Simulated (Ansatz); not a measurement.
Compare A (`C[SiH2]B1N[SiH2]1`) with its isomer B (`[SiH3]C1BN[SiH2]1`).

Isolated molecules relaxed with PBE0-D4/def2-TZVP in Ansatz; ΔE leaves out vibrations. CCSD(T)/CBS is the MP2 limit (def2-TZVPP, def2-QZVPP) plus CCSD(T) − MP2 in def2-TZVPP, frozen cores. Functionals use def2-TZVPP. B3LYP here is the variant with VWN-RPA as its local correlation; programs differ in this. Each species was taken in one conformer, which may not be the lowest.

Which is lower in electronic energy at CCSD(T)/CBS, and by how much? (Estimate.)

Computed: B, by 132.5 kJ/mol.

Give E(B) − E(A) in kJ/mol with B3LYP-D4, ωB97M-V, PBE-D4, CCSD(T)/def2-TZVPP, B2PLYP, HF/def2-TZVPP, CCSD/def2-TZVPP. (Estimate.)

Ansatz gave: B3LYP-D4 -124.4, ωB97M-V -135.2, PBE-D4 -109.2, CCSD(T)/def2-TZVPP -130.2, B2PLYP -126.3, HF/def2-TZVPP -148.6, CCSD/def2-TZVPP -133.3. None reverses the order clearly.

Largest T1 diagnostic: 0.014.

The D4 term adds −8.4 kJ/mol with B3LYP and −4.2 kJ/mol with PBE0; it sums over pairs of atoms, weighted by their polarisabilities, and B3LYP, whose exchange is more repulsive, gets the larger term. In def2-TZVPP, CCSD(T) changes the Hartree–Fock value by +18.4 kJ/mol (the triples alone add +3.1 kJ/mol) and MP2 by +6.7 kJ/mol.
